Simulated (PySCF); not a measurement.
First SCF of a structure search on singlet GaO(OH), at a hand-made bent (heavy-atom frame) geometry. PySCF input:

```python
from pyscf import gto, scf, dft
mol = gto.M(atom='''
Ga     0.000000     0.000000     0.000000
O      1.425300     0.000000     0.998000
O     -1.531800     0.000000     1.072600
H     -2.037300     0.735400     1.426500''',
    basis={'Ga': 'def2-TZVP', 'O': 'def2-TZVP', 'H': 'def2-TZVP'},
    charge=0, spin=0)
mf = dft.RKS(mol, xc='PBE0')
mf.grids.atom_grid = (50, 194)
aux = {'Ga': 'def2-universal-JKFIT', 'O': 'def2-universal-JKFIT', 'H': 'def2-universal-JKFIT'}
mf = mf.density_fit(auxbasis=aux)
mf.conv_tol = 1e-08
mf.diis_space = 10
mf.max_cycle = 60
mf.init_guess = 'minao'
mf.verbose = 4
mf.kernel()
```

Excerpt of the output (cycles and frontier levels):

```
init E= -2074.98441314238
  HOMO = -0.403507002901649  LUMO = -0.202881654463773  gap/eV = 5.45929
cycle= 1 E= -2075.00234771741  delta_E= -0.0179  |g|= 1.54  |ddm|= 1.94
  HOMO = -0.040846700022261  LUMO = -0.0135877573638021  gap/eV = 0.74175
cycle= 2 E= -2069.34198270665  delta_E= 5.66  |g|= 3.99  |ddm|= 3.79
  HOMO = -0.235125819462445  LUMO = -0.163795029783948  gap/eV = 1.94101
cycle= 3 E= -2075.10894573876  delta_E= -5.77  |g|= 1.26  |ddm|= 3.49
  HOMO = -0.24051399389409  LUMO = -0.165002890545466  gap/eV = 2.05476
cycle= 4 E= -2075.44801988822  delta_E= -0.339  |g|= 0.442  |ddm|= 0.963
  HOMO = -0.252192607728553  LUMO = -0.171822383348832  gap/eV = 2.18699
cycle= 5 E= -2075.46710180829  delta_E= -0.0191  |g|= 0.283  |ddm|= 0.36
  HOMO = -0.273403140529471  LUMO = -0.173275170182109  gap/eV = 2.72462
cycle= 6 E= -2075.48457639322  delta_E= -0.0175  |g|= 0.0792  |ddm|= 0.154
  HOMO = -0.280850099325431  LUMO = -0.168957469489783  gap/eV = 3.04475
cycle= 7 E= -2075.48602193681  delta_E= -0.00145  |g|= 0.0212  |ddm|= 0.0572
  HOMO = -0.282200509532474  LUMO = -0.169640981926726  gap/eV = 3.06290
cycle= 8 E= -2075.48608242903  delta_E= -6.05e-05  |g|= 0.00244  |ddm|= 0.0115
  HOMO = -0.281840380506047  LUMO = -0.169341339449218  gap/eV = 3.06125
cycle= 9 E= -2075.48608484486  delta_E= -2.42e-06  |g|= 0.00138  |ddm|= 0.0039
  HOMO = -0.281947410115758  LUMO = -0.169363215033584  gap/eV = 3.06357
cycle= 10 E= -2075.48608577059  delta_E= -9.26e-07  |g|= 0.000647  |ddm|= 0.00264
  HOMO = -0.281992548403159  LUMO = -0.169359665199551  gap/eV = 3.06490
cycle= 11 E= -2075.48608596764  delta_E= -1.97e-07  |g|= 9.31e-05  |ddm|= 0.00129
  HOMO = -0.281995657110007  LUMO = -0.169364111212815  gap/eV = 3.06486
cycle= 12 E= -2075.48608598498  delta_E= -1.73e-08  |g|= 6.46e-05  |ddm|= 0.000579
  HOMO = -0.28200001190094  LUMO = -0.169364306206397  gap/eV = 3.06497
cycle= 13 E= -2075.486085987  delta_E= -2.02e-09  |g|= 1.65e-05  |ddm|= 0.000174
  HOMO = -0.28199491777961  LUMO = -0.169364248484285  gap/eV = 3.06484
Extra cycle  E= -2075.48608598635  delta_E= 6.54e-10  |g|= 5.73e-05  |ddm|= 4.96e-05
converged SCF energy = -2075.48608598635
```

No lower solution of this spin was found by a stability analysis within the restricted form, which does not test spin polarisation.

The search for the lowest solution, with the stability check, took 5.4 s on 4 threads of a shared Arm Neoverse N1 host, with 116 basis functions; the process peaked at 0.4 GiB.
